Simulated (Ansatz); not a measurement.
`CB1OC1C` + H₂O → `CC1OB1O` + CH₄ at 298.15 K and 1 bar (formal hydrolysis of a B–C bond).

Calculated with Ansatz (gas phase, PBE0-D4/def2-TZVP geometries, no zero-point term in ΔE). CCSD(T)/CBS is the MP2 limit (def2-TZVPP, def2-QZVPP) plus CCSD(T) − MP2 in def2-TZVPP, frozen cores. This one scheme is used for every species. One conformer a species, not always the lowest.

| species | CCSD(T)/CBS energy (Eh) | H − E (kJ/mol) | S (J/(mol·K)) |
| --- | --- | --- | --- |
| `CB1OC1C` | -218.34969 | 278.5 | 324.5 |
| H₂O | -76.37941 | 66.4 | 188.7 |
| `CC1OB1O` | -254.30498 | 219.8 | 304.9 |
| CH₄ | -40.46206 | 127.4 | 186.2 |

H − E and S are ideal-gas, rigid-rotor, harmonic terms from PBE0-D4/def2-TZVP, for one conformer and one mirror image of each species. 1 Eh = 2625.50 kJ/mol, R = 8.31446 J/(mol·K).

Task: By hand: ΔE, ΔH, ΔS and ΔG.

Result: ΔE = (-254.30498) + (-40.46206) − (-218.34969) − (-76.37941) = -0.03794 Eh = -99.6 kJ/mol. Δ(H − E) = 219.8 + 127.4 − 278.5 − 66.4 = 2.3, so ΔH = -97.3 kJ/mol. ΔS = 304.9 + 186.2 − 324.5 − 188.7 = -22.1 J/(mol·K). ΔG = -97.3 − 298.15 × (-22.1)/1000 = -90.7 kJ/mol.

Task: By hand: the equilibrium constant, and the temperature at which ΔG would vanish if ΔH and ΔS stayed fixed.

Result: log₁₀ K = −ΔG/(RT ln 10) = 15.9. ΔG = 0 at ΔH/ΔS = 4403 K, far beyond where these terms or the molecules hold.

ΔH outweighs TΔS. A doubt of 5 kJ/mol in ΔE shifts log₁₀ K by 0.9 here. Other conformers and mirror images would add mixing entropy, several J/(mol·K) or more a flexible species. These are equilibria of isolated gas molecules and say nothing of rates. Largest T1 diagnostic: 0.013 (customary marks: 0.02 for closed shells, 0.045 for open ones).
